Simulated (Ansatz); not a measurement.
In₂O₄H₂, relaxed as a singlet with RKS B3LYP-D4/def2-SVP in Ansatz, starting from the GFN2-xTB geometry. Force threshold 0.02 eV/Å.

In the def2 sets In takes a core potential; there is no spin–orbit coupling. The structure holds 2 bonds between oxygen atoms, so isomers without such links may lie far lower. Another isomer (singlet) lies 3.83 eV lower at PBE0-D4/def2-TZVP; other spin states weren't run for this one.

Start:

```xyz
8

In    0.824    0.328   -1.891
In   -0.398   -1.160    1.681
O    -0.316    1.031    0.317
O     1.052    1.069    0.806
O     0.185   -1.605   -0.612
O    -1.190   -1.260   -0.929
H    -1.237   -0.351   -0.577
H     1.080    1.948    1.206
```

**Question.** Estimate the energy that the relaxation releases and the steps that it takes.

**Answer.** 2.5 kcal/mol, in 10 steps; 61 s on 4 threads of Intel Xeon on a shared host. No frequencies were taken in this run, so the end may be a saddle point.

**Question.** Does the start keep its bonding and symmetry?

**Answer.** By distances, no bond broke or formed. The bond that changes most is In1–O3, from 2.58 to 2.49 Å (atoms count from 1). Point group Cs at the start, Cs at the end, both within 0.05 Å.

**Question.** Predict the relaxed structure.

**Answer.** 
```csv
atom,x (Å),y (Å),z (Å)
In1,0.887,0.356,-1.757
In2,-0.287,-1.077,1.659
O3,-0.319,1.015,0.315
O4,1.083,1.048,0.812
O5,0.167,-1.523,-0.582
O6,-1.237,-1.332,-0.986
H7,-1.421,-0.423,-0.662
H8,1.126,1.936,1.200
```
Bond lengths (bridged metal pairs left out): 4 × In–O 2.33 to 2.49 Å; 2 × O–O 1.47 to 1.49 Å; 2 × H–O 0.97 to 0.98 Å.
